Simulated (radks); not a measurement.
Values are calculated unless marked as measured or tabulated.
Ionisation of neutral silver, [Kr] 4d10 5s1, to [Kr] 4d10 as the strength of local exchange is varied. Level of theory: scalar-relativistic Kohn-Sham, Slater X-alpha exchange (alpha = 2/3 is LDA exchange), no correlation, spin-unpolarised, spherical densities, point nucleus (a radial shooting solver on a logarithmic mesh with Libxc functionals).

alpha  E(Ag) (hartree)  exchange (hartree)  IE (eV)  -e of the level emptied (eV)  <r> of it (bohr)
0.579      -5288.31646          -120.80258    6.603                    3.324 (5s)             3.293
0.632      -5299.40844          -132.14677    6.904                    3.591 (5s)             3.237
0.637      -5300.45609          -133.21944    6.933                    3.617 (5s)             3.232
0.667      -5306.74652          -139.66438    7.106                    3.772 (5s)             3.201
0.955      -5367.52591          -202.31093    8.862                    5.394 (5s)             2.939

NIST Atomic Spectra Database: 7.576 eV (measured). The Delta-SCF value meets it near alpha = 0.74. Spin polarisation and multiplet splitting are left out, so open shells lie too high by an amount that depends on their filling.

Beside tabulated values, note that spin-unpolarised runs miss the spin-polarisation part of the exchange energy of open shells.
